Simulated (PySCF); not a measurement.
## Nuclear repulsion and electron count by hand

System: GaP (SMILES [P]=[Ga]), triplet, geometry from GFN2-xTB (such geometries of metal compounds can be far from the true shape). Level: DF-PBE0/aug-cc-pVDZ run with PySCF. Sums are taken with unrounded values, so a last digit can differ.

Coordinates (Å):

```
atom        x        y         z
----  -------  -------  --------
Ga1   0.00000  0.00000  -0.74669
P2    0.00000  0.00000   1.54317
```

Q: Work out the nuclear repulsion energy and the numbers of alpha and beta electrons.

A: In atomic units each pair adds Z_i Z_j / r_ij, with r in bohr (1 bohr = 0.529177 Å).
| pair | r (Å) | r (bohr) | Z_i Z_j | term (Eh) |
|---|---|---|---|---|
| Ga1-P2 | 2.2899 | 4.3272 | 465 | 107.4594 |
The sum is 107.4594 Eh; PySCF gives 107.4594 Eh. The atomic numbers add up to 46, so at charge +0 there are 46 electrons; multiplicity 3 means 2 unpaired, so 24 alpha and 22 beta.
